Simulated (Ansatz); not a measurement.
C2H5BF2, SMILES CCB(F)F.

Geometry: PBE0-D3(BJ)/def2-SVP. Other conformers were not sampled.

Two levels are set side by side: PBE/def2-SVPD (Ansatz, an electronic-structure program) and CAM-B3LYP/def2-SVPD (Ansatz). Energy differences of separate SCF runs at the same geometry; the states with an electron removed or added have multiplicity 2 and 2. Differences are taken from unrounded values.

| quantity | CAM-B3LYP |
|---|---|
| vertical ionisation energy (eV) | 12.07 |
| vertical singlet–triplet gap (eV) | 7.66 |

Problem. What does PBE give, and how far is it from CAM-B3LYP? (Estimate from the structure and the level; the computed values follow.)

Solution. 
```csv
quantity,PBE,PBE minus CAM-B3LYP
vertical ionisation energy (eV),11.35,-0.72
vertical singlet–triplet gap (eV),7.03,-0.63
```
